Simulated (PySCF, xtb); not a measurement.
Ta(NMe)(F)2(OH) (CH4F2NOTa), SMILES C[N]=[Ta]([OH])([F])[F], multiplicity 1. One conformer was computed; it need not be the lowest.

Harmonic wavenumbers (cm⁻¹) from xtb 6.7.1 with GFN2-xTB at its own minimum, in rising order: 32, 100, 109, 126, 134, 156, 168, 213, 344, 357, 407, 433, 533, 576, 1070, 1076, 1318, 1384, 1445, 1448, 2895, 2911, 2930, 3661.

What does PBE0-D3(BJ)/def2-SVP in PySCF give at its own minimum? (Estimate from the structure and the level; the computed values follow.)

53, 117, 121, 164, 174, 192, 303, 304, 434, 566, 634, 677, 680, 735, 1106, 1108, 1415, 1443, 1454, 1457, 3015, 3102, 3106, 3948. Paired by order, the mean absolute difference is 103 cm⁻¹ and the zero-point energies are 34.1 and 37.6 kcal/mol.
